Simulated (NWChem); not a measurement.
Program: NWChem. System: H$_{5}$GeP, charge 0, spin multiplicity 1, at a geometry optimised with B3LYP/def2-SVP. The structure started from a generated list of species. Level: MP2/def2-TZVP, 14 core orbitals frozen.

The NWChem input:

```
start mol
memory heap 200 mb stack 800 mb global 1000 mb
geometry units angstroms nocenter noautoz
  Ge     0.115866     0.733829     0.000000
  P     -0.361932    -1.568171     0.000000
  H     -0.528304     1.359059     1.254621
  H     -0.528304     1.359059    -1.254621
  H      1.627825     1.047305     0.000000
  H      0.575028    -1.862695     1.039659
  H      0.575028    -1.862695    -1.039659
  symmetry group Cs
end
basis spherical
  * library def2-tzvp
end
scf
  rhf
  nopen 0
  maxiter 100
  thresh 1e-7
  semidirect memsize 60000000 filesize 0
end
mp2
  freeze core 14
end
task mp2 energy
```

Part of the output:

```
             Northwest Computational Chemistry Package (NWChem) 7.3.0
             --------------------------------------------------------

                                NWChem Input Module
                                -------------------

 Scaling coordinates for geometry "geometry" by  1.889725989
 (inverse scale =  0.529177249)

 Turning off AUTOSYM since
 SYMMETRY directive was detected!

                             Geometry "geometry" -> ""
                             -------------------------

 Output coordinates in angstroms (scale by  1.889725989 to convert to a.u.)

  No.       Tag          Charge          X              Y              Z
 ---- ---------------- ---------- -------------- -------------- --------------
    1 Ge                  32.0000     0.11586600     0.73382900     0.00000000
    2 P                   15.0000    -0.36193200    -1.56817100     0.00000000
    3 H                    1.0000    -0.52830400     1.35905900     1.25462100
    4 H                    1.0000    -0.52830400     1.35905900    -1.25462100
    5 H                    1.0000     1.62782500     1.04730500     0.00000000
    6 H                    1.0000     0.57502800    -1.86269500     1.03965900
    7 H                    1.0000     0.57502800    -1.86269500    -1.03965900

 Effective nuclear repulsion energy (a.u.)     173.1787685086

            Nuclear Dipole moment (a.u.)
            ----------------------------
        X                 Y               Z
 ---------------- ---------------- ----------------
     0.0000094486    -0.0000075589     0.0000000000

      Symmetry information
      --------------------

 Group name             Cs
 Group number              2
 Group order               2
 No. of unique centers     5

      Symmetry unique atoms

     1    2    3    5    6


 Summary of "ao basis" -> "" (spherical)
 ------------------------------------------------------------------------------
       Tag                 Description            Shells   Functions and Types
 ---------------- ------------------------------  ------  ---------------------
 *                         def2-tzvp                  on all atoms
[...]
     1   1 0 0      0.270627      0.000000      0.000009
     1   0 1 0      0.096963      0.000000     -0.000008
     1   0 0 1     -0.000000      0.000000      0.000000

     2   2 0 0    -27.127370      0.000000     22.368641
     2   1 1 0     -1.373446      0.000000     33.428835
     2   1 0 1      0.000000      0.000000      0.000000
     2   0 2 0    -27.004460      0.000000    235.153728
     2   0 1 1      0.000000      0.000000      0.000000
     2   0 0 2    -25.409803      0.000000     18.962099

                   NWChem MP2 Semi-direct Energy/Gradient Module
                   ---------------------------------------------

  Basis functions       =    115
  Molecular orbitals    =    115
  Frozen core           =     14
  Frozen virtuals       =      0
  Active alpha occupied =     12
  Active beta occupied  =     12
  Active alpha virtual  =     89
  Active beta virtual   =     89
  Use MO symmetry       = T
  Use skeleton AO sym   = T

  AO/Fock/Back tols     =   1.0D-09  1.0D-09  1.0D-09

 GA uses MA = F    GA memory limited = T

 Available:
  local mem=  1.15D+08
 global mem=  1.31D+08
 local disk=  0.00D+00
  mp2_memr nvloc                    89
  nvloc new                    89
   1 passes of  12:        5242880                      80357                  23487499.
   1 passes of  12: M    114674381           G      131045550           F     109431501.

 Semi-direct pass number   1 of   1  for RHF alpha+beta  at        4.3s
  vrange nnbf                  6462
  mp2_eaftype                    89  avail_ma_in_mb                   999
 EAF : mp2_eaftype filesize          89   11743750.
  mp2_eaf for mointskh                     89
Node 0 wrote     55.2 Mb in      0.0 s     Agg I/O rate:  2154.9 Mb/s
 Done moints_semi at       12.7s
  mp2_eaftype                    89  avail_ma_in_mb                   910
 EAF : mp2_eaftype filesize          89   11743750.
  mp2_eaf for kh                    89
 Done maket at       12.9s
 Done multipass loop at       12.9s

          -------------------------------------------
          SCF energy               -2419.020334067413
          Correlation energy          -0.409354651766
          Singlet pairs               -0.261285859278
          Triplet pairs               -0.148068792488
          Total MP2 energy         -2419.429688719179
          -------------------------------------------

          ---------------------------------------------------
                    Spin Component Scaled (SCS) MP2
          Same spin pairs                     -0.098712528325
          Same spin scaling factor             0.333333333333
          Opposite spin pairs                 -0.310642123441
          Opposite spin scaling fact.          1.200000000000
          SCS-MP2 correlation energy          -0.405674724237
          Total SCS-MP2 energy             -2419.426008791650
          ---------------------------------------------------

 -----------------------
 Performance information
 -----------------------

 Timer overhead =  1.90D-07 seconds/call

               Nr. of calls         CPU time (s)                 Wall time (s)                GFlops
             ---------------    -------------------     ------------------------------   -------------------
Name         Min   Avg   Max    Min     Avg     Max     Min     Avg     Max   Mx/calls   Min     Max     Sum
mp2: moin     1     1     1    8.4     8.4     8.4      8.4     8.4     8.4     8.4      0.0     0.0     0.0
mp2: make     1     1     1   0.22    0.22    0.22     0.22    0.22    0.22    0.22      0.0     0.0     0.0
mp2: tota     1     1     1    8.7     8.7     8.7      8.7     8.7     8.7     8.7      0.0     0.0     0.0

 The average no. of pstat calls per process was 3.00D+00
 with a timing overhead of 5.70D-07s

 Task  times  cpu:       12.9s     wall:       12.9s

 Total times  cpu:       12.9s     wall:       12.9s
```
